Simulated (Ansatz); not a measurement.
`FBCF` + HI → `FCBI` + H–F at 298.15 K and 1 bar (ligand exchange at a B–F bond).

Gas-phase electronic energies from Ansatz, PBE0-D4/def2-TZVP geometries. CCSD(T)/CBS is the MP2 limit (def2-TZVPP, def2-QZVPP) plus CCSD(T) − MP2 in def2-TZVPP, frozen cores. This one scheme is used for every species. def2 core potentials past Kr. For I outer-core shells are correlated without core-valence functions, which leaves a few kJ/mol of doubt a bond. Each species was taken in one conformer, which may not be the lowest.

| species | CCSD(T)/CBS energy (Eh) | H − E (kJ/mol) | S (J/(mol·K)) |
| --- | --- | --- | --- |
| `FBCF` | -264.27174 | 132.2 | 287.5 |
| HI | -298.03592 | 22.7 | 206.5 |
| `FCBI` | -461.88901 | 126.6 | 317.2 |
| H–F | -100.39570 | 33.5 | 173.6 |

H − E and S are ideal-gas, rigid-rotor, harmonic terms from PBE0-D4/def2-TZVP, for one conformer and one mirror image of each species. 1 Eh = 2625.50 kJ/mol, R = 8.31446 J/(mol·K).

Question: By hand: ΔE, ΔH, ΔS and ΔG.

Answer: ΔE = (-461.88901) + (-100.39570) − (-264.27174) − (-298.03592) = 0.02295 Eh = 60.3 kJ/mol. Δ(H − E) = 126.6 + 33.5 − 132.2 − 22.7 = 5.2, so ΔH = 65.5 kJ/mol. ΔS = 317.2 + 173.6 − 287.5 − 206.5 = -3.2 J/(mol·K). ΔG = 65.5 − 298.15 × (-3.2)/1000 = 66.5 kJ/mol.

Question: By hand: the equilibrium constant, and the temperature at which ΔG would vanish if ΔH and ΔS stayed fixed.

Answer: log₁₀ K = −ΔG/(RT ln 10) = -11.7. ΔH and −TΔS have one sign here, so there is no such temperature.

The number of gas molecules stays the same, so ΔS is small and ΔH decides. A doubt of 5 kJ/mol in ΔE shifts log₁₀ K by 0.9 here. Other conformers and mirror images would add mixing entropy, several J/(mol·K) or more a flexible species. These are equilibria of isolated gas molecules and say nothing of rates. Largest T1 diagnostic: 0.012 (customary marks: 0.02 for closed shells, 0.045 for open ones).

ΔS is within the doubt of such terms, so its sign, and with it that verdict, could turn.
